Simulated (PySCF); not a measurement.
Electron correlation in N (nitrogen, neutral)

[He] 2s1 2p4, high-spin 4P determinant (an excited configuration). All numbers are calculated (PySCF 2.14, the spin-free X2C one-electron Hamiltonian (Gaussian nucleus), in aug-cc-pCVTZ-DK (7s6p4d2f, 59 functions)). Frozen: nothing; 7 electrons correlated.

| level | correlation energy (mhartree) |
| --- | --- |
| CCSD | -166.48 |
| (T) | -5.15 |
| CCSD(T) | -171.63 |

Diagnostics: T1 = 0.022, D1 = 0.0717, largest double amplitude 0.140.

Problem. Is a single reference adequate?

Solution. Mostly. T1 lies below 0.03, but a double amplitude of this size points to a near-degeneracy that CCSD handles and MP2 describes poorly.
